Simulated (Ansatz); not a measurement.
A run on C$_{2}$H$_{8}$Al$_{2}$F$_{2}$, SMILES `[CH3][Al@H-]1[F+][Al@H-]([CH3])[F+]1` with other settings.

```yaml
crystal:
  periodic: [false, false, false]
  atoms:
    - {symbol: C, position_ang: [-1.133645, 1.497112, 2.171076]}
    - {symbol: Al, position_ang: [0.217400, 1.093914, 0.845519]}
    - {symbol: F, position_ang: [-0.548024, 0.706486, -0.773182]}
    - {symbol: Al, position_ang: [-0.217438, -1.094045, -0.845479]}
    - {symbol: C, position_ang: [1.133714, -1.497132, -2.170985]}
    - {symbol: F, position_ang: [0.548070, -0.706644, 0.773308]}
    - {symbol: H, position_ang: [-1.536298, 2.505726, 2.035197]}
    - {symbol: H, position_ang: [-1.973399, 0.797895, 2.125299]}
    - {symbol: H, position_ang: [-0.722519, 1.453171, 3.184444]}
    - {symbol: H, position_ang: [1.571212, 1.859165, 0.583815]}
    - {symbol: H, position_ang: [-1.571869, -1.858486, -0.584679]}
    - {symbol: H, position_ang: [1.539697, -2.503874, -2.031887]}
    - {symbol: H, position_ang: [0.721847, -1.458098, -3.184151]}
    - {symbol: H, position_ang: [1.971252, -0.795190, -2.128285]}
basis:
  gaussian: {orbitals: def2-TZVPD, point_charges: [{charge: 0.50, position_ang: [4.505, 0.939, -0.591]}]}
hamiltonian: {xc: {name: BLYP}}
accuracy: high
output: {forces: true}
```

```sh
$ ansatz run in.yaml --threads 4 --pin off --events-out ev --progress --plain --max-ram 11315MiB
```

It prints (some lines left out):

```
Functional definition: BLYP
5243 factors; integrals over basis functions are off by at most 7.3e-9 eV
mean field evaluation 1: about -20816.5756 eV, gradient 1.1e2 eV
mean field evaluation 2: about -20775.2506 eV, gradient 1.6e2 eV
mean field evaluation 4: about -20839.8830 eV, gradient 1.2e1 eV
mean field evaluation 8: about -20840.1648 eV, gradient 5.4e-1 eV
mean field evaluation 16: about -20840.1655 eV, gradient 9.9e-5 eV
mean field -20840.16552366 eV, -765.8619570230 hartree, gradient 1.3e-8 eV, S^2 0.000000; 0 other end points of the search recorded, 0 dependent functions left out
reference -20840.16560065 eV, -765.8619598523 hartree; 32, 32 occupied and 280, 280 virtual orbitals, 5243 factors
Total energy: -20840.16560065 eV, -765.8619598523 hartree
Atom 0 at    -1.133645     1.497112     2.171076 Å, force     0.081847     0.066718     0.015338 eV/Å
Atom 1 at     0.217400     1.093914     0.845519 Å, force    -0.199221     0.315587     0.298972 eV/Å
Atom 2 at    -0.548024     0.706486    -0.773182 Å, force    -0.125928     0.380142    -0.335330 eV/Å
Atom 3 at    -0.217438    -1.094045    -0.845479 Å, force    -0.514394    -0.530560    -0.227486 eV/Å
Atom 4 at     1.133714    -1.497132    -2.170985 Å, force     0.056822    -0.035790    -0.000503 eV/Å
Atom 5 at     0.548070    -0.706644     0.773308 Å, force     0.402177    -0.266720     0.368397 eV/Å
Atom 6 at    -1.536298     2.505726     2.035197 Å, force    -0.076878     0.164617    -0.004083 eV/Å
Atom 7 at    -1.973399     0.797895     2.125299 Å, force    -0.119840    -0.108552    -0.014129 eV/Å
Atom 8 at    -0.722519     1.453171     3.184444 Å, force     0.044513     0.002293     0.182445 eV/Å
Atom 9 at     1.571212     1.859165     0.583815 Å, force     0.262170     0.006577    -0.075920 eV/Å
Atom 10 at    -1.571869    -1.858486    -0.584679 Å, force     0.027765    -0.011645    -0.017009 eV/Å
Atom 11 at     1.539697    -2.503874    -2.031887 Å, force     0.076174    -0.170449     0.007662 eV/Å
Atom 12 at     0.721847    -1.458098    -3.184151 Å, force    -0.039278     0.019106    -0.165204 eV/Å
Atom 13 at     1.971252    -0.795190    -2.128285 Å, force     0.197136     0.138224    -0.061306 eV/Å
Dipole moment:    -0.237444    -0.048420     0.043527 e Å
```

It took 27 s on 4 threads of an Arm Neoverse V2 on a shared host, with 3 GiB of host memory at the peak.
